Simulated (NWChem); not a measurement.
## Basis-set dependence for borohydride (H4B (-1))

```xyz
5

B      0.0000     0.0000     0.0000
H      0.0000     1.0278     0.7267
H      0.0000    -1.0278     0.7267
H      1.0278     0.0000    -0.7267
H     -1.0278     0.0000    -0.7267
```
Charge -1, spin multiplicity 1.

Everything below was run with NWChem. The geometry was optimised at PBE/def2-SVP, a minimum by its harmonic frequencies.

Hartree-Fock energies in Ha, correlation energies in mHa.

The correlated methods keep 1 core orbital frozen. The anion's geometry comes from a basis without diffuse functions. Coupled-cluster values serve here as a point of comparison, not as the truth.

```json
[
 {"basis": "aug-cc-pVDZ", "functions": "59", "RHF": "-26.97764", "MP2": "-144.0", "SCS-MP2": "-154.2", "CCSD": "-172.5", "CCSD+T(CCSD)": "-177.0", "CCSD(T)": "-176.9", "CR-CCSD[T]": "-176.4", "CR-CCSD(T)": "-176.2"},
 {"basis": "aug-cc-pVTZ", "functions": "138", "RHF": "-26.98700", "MP2": "-168.6", "SCS-MP2": "-181.2", "CCSD": "-192.8", "CCSD+T(CCSD)": "-198.9", "CCSD(T)": "-198.7", "CR-CCSD[T]": "-198.1", "CR-CCSD(T)": "-197.9"}
]
```

From aug-cc-pVDZ to aug-cc-pVTZ the Hartree-Fock energy moves by -9.4 mHa and the MP2 correlation energy by -24.5 mHa, which is 15 % of its value in the larger set.
